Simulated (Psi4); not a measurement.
A dimer, H3Al ··· H3Al (SMILES [AlH3] and [AlH3]); the first 4 atoms form monomer A.

```
8

Al     0.0000     0.0000     0.0000
H     -1.3538    -0.8141     0.0405
H      1.3816    -0.7659    -0.0421
H     -0.0278     1.5800     0.0016
Al     2.5661     1.0374    -0.1129
H      1.8423     1.2384     1.2773
H      1.7636     1.2427    -1.4585
H      4.0926     0.6311    -0.1574
```

Problem. What interaction energy does SAPT0/jun-cc-pVDZ, frozen core run with Psi4 1.11 give, and which attractive term is the largest?

Solution. Total 4.78 kJ/mol: electrostatics -125.45, exchange 230.19, induction -64.27, dispersion -35.69. The most attractive term is electrostatics.
